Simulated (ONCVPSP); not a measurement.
An all-electron radial function and its pseudo partner (He)

Columns: radius, all-electron u(r) and pseudo u(r) of the 1s shell (level -15.52 eV) of helium in the configuration 1s2; LDA (Perdew-Zunger), non-relativistic, ONCV scheme, ONCVPSP 4.0.1.

```
r (bohr)  all-electron  pseudo
   0.023        0.1032  0.0878
   0.045        0.1934  0.1704
   0.068        0.2793  0.2539
   0.090        0.3541  0.3301
   0.113        0.4249  0.4053
   0.135        0.4862  0.4722
   0.158        0.5440  0.5366
   0.180        0.5938  0.5926
   0.202        0.6387  0.6426
   0.225        0.6806  0.6885
   0.248        0.7180  0.7279
   0.270        0.7497  0.7596
   0.293        0.7790  0.7874
   0.315        0.8035  0.8098
   0.338        0.8259  0.8298
   0.360        0.8445  0.8465
   0.383        0.8611  0.8618
   0.405        0.8745  0.8747
   0.428        0.8862  0.8862
   0.450        0.8953  0.8953
   0.473        0.9028  0.9028
   0.495        0.9082  0.9082
   0.518        0.9122  0.9122
   0.540        0.9145  0.9145
   0.563        0.9156  0.9156
   0.585        0.9154  0.9154
```

(1) How many radial nodes do the two functions have?

(2) At about which radius was the pseudo-wave matched?

(3) Is the pseudo-wave norm-conserving?

Answers

(1) The all-electron 1s function has n − l − 1 = 0; the pseudo-wave has 0.

(2) 0.45 bohr. The columns agree to 0.0005 from 0.41 bohr on; several derivatives are matched, so the curves merge somewhat inside the radius.

(3) Yes: the ONCV scheme keeps the norm inside the radius equal to the all-electron one, which fixes the energy derivative of the logarithmic derivative at the level.
